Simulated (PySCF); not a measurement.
Input for PySCF: D3(BJ) and D4 dispersion corrections on BrH3PbSi (SMILES [SiH3][Pb][Br]), a point of a torsion scan.

```python
from pyscf import gto
from pyscf.dispersion import dftd3, dftd4

mol = gto.M(
    atom='''
    Si   -0.76786264    0.00721384   -0.01663008
    Pb    1.51977843    1.44741735   -0.09984697
    Br    3.09589715   -0.61260646   -0.13015194
    H    -1.10114751   -0.49160815    1.31919870
    H    -1.93416277    0.81232944   -0.40238611
    H    -0.81750762   -1.16342092   -0.88742442
    ''',
    basis='def2-svp',
    charge=0, spin=0, verbose=0, max_memory=1800)
d3, d4 = {}, {}
for xc in ['hf', 'pbe', 'blyp', 'revpbe', 'tpss', 'r2scan', 'b3lyp', 'pbe0', 'bhlyp', 'camb3lyp', 'b2plyp']:
    d3[xc] = float(dftd3.DFTD3Dispersion(mol, xc=xc, version='d3bj', atm=False).get_dispersion()['energy'])
    print(f'D3(BJ) {xc:10s} {d3[xc]:14.8f} Eh')
for xc in ['hf', 'pbe', 'blyp', 'revpbe', 'tpss', 'r2scan', 'b3lyp', 'pbe0', 'bhlyp', 'camb3lyp', 'b2plyp']:
    d4[xc] = float(dftd4.DFTD4Dispersion(mol, xc={'camb3lyp': 'cam-b3lyp'}.get(xc, xc), atm=True).get_dispersion()['energy'])
    print(f'D4     {xc:10s} {d4[xc]:14.8f} Eh')
```

The log:

```
D3(BJ) hf            -0.04429346 Eh
D3(BJ) pbe           -0.00555289 Eh
D3(BJ) blyp          -0.01349284 Eh
D3(BJ) revpbe        -0.01211568 Eh
D3(BJ) tpss          -0.00759771 Eh
D3(BJ) r2scan        -0.00159045 Eh
D3(BJ) b3lyp         -0.01156598 Eh
D3(BJ) pbe0          -0.00547602 Eh
D3(BJ) bhlyp         -0.01130749 Eh
D3(BJ) camb3lyp      -0.00620216 Eh
D3(BJ) b2plyp        -0.00669946 Eh
D4     hf            -0.01674273 Eh
D4     pbe           -0.00586074 Eh
D4     blyp          -0.01202131 Eh
D4     revpbe        -0.01258928 Eh
D4     tpss          -0.00774743 Eh
D4     r2scan        -0.00124678 Eh
D4     b3lyp         -0.00968825 Eh
D4     pbe0          -0.00507217 Eh
D4     bhlyp         -0.01016069 Eh
D4     camb3lyp      -0.00541272 Eh
D4     b2plyp        -0.00402257 Eh
```

The run finished.

Cost: very roughly 0.04 core-seconds.
